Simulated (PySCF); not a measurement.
PBE0 on Hf⁺ (hafnium, charge +1), [Xe] 4f14 6s2 6p1, 2P determinant (an excited configuration). Calculation: PySCF 2.14, in aug-cc-pwCVDZ-PP with ECP60MDF (6s6p5d3f, 70 functions); scalar relativity through the core potential.

```
cycle= 1 E= -47.9982276732689  delta_E= -0.00852  |g|= 0.0281  |ddm|=  1.2
cycle= 2 E= -48.0051285097094  delta_E= -0.0069  |g|= 0.0216  |ddm|= 0.667
cycle= 3 E= -48.0107832819271  delta_E= -0.00565  |g|= 0.0219  |ddm|= 0.333
cycle= 4 E= -48.0124773799586  delta_E= -0.00169  |g|= 0.0198  |ddm|= 0.186
cycle= 5 E= -48.0165187424227  delta_E= -0.00404  |g|= 0.00355  |ddm|= 0.898
cycle= 6 E= -48.0165943306848  delta_E= -7.56e-05  |g|= 0.00293  |ddm|= 0.126
cycle= 7 E= -48.0165468793081  delta_E= 4.75e-05  |g|= 0.00374  |ddm|= 0.163
cycle= 8 E= -48.0166251579398  delta_E= -7.83e-05  |g|= 0.00244  |ddm|= 0.0548
cycle= 9 E= -48.016681478719  delta_E= -5.63e-05  |g|= 0.000501  |ddm|= 0.0914
cycle= 10 E= -48.0166828421701  delta_E= -1.36e-06  |g|= 7.38e-05  |ddm|= 0.021
cycle= 11 E= -48.0166828735745  delta_E= -3.14e-08  |g|= 4.93e-06  |ddm|= 0.00268
cycle= 12 E= -48.0166828736849  delta_E= -1.1e-10  |g|= 1.39e-06  |ddm|= 0.000126
converged SCF energy = -48.0166828736849  <S^2> = 1.5686111  2S+1 = 2.6971178
```

Highest occupied orbital energy: -9.000 eV; ⟨L²⟩ = 5.47; populations by l: s 3.42, p 7.00, d 0.58, f 0.00.

Q: Can this result be used?

A: Not for this state. Self-consistency was reached. ⟨L²⟩ = 5.47 against 2 for a pure P term, so this real determinant mixes terms. Energies and moments cover only the electrons outside the core potential. Spin-orbit coupling, absent here, splits the open shell strongly. ⟨S²⟩ = 1.57 against 0.75 shows spin contamination. The s, p, d and f populations moved away from the nominal configuration during the SCF.
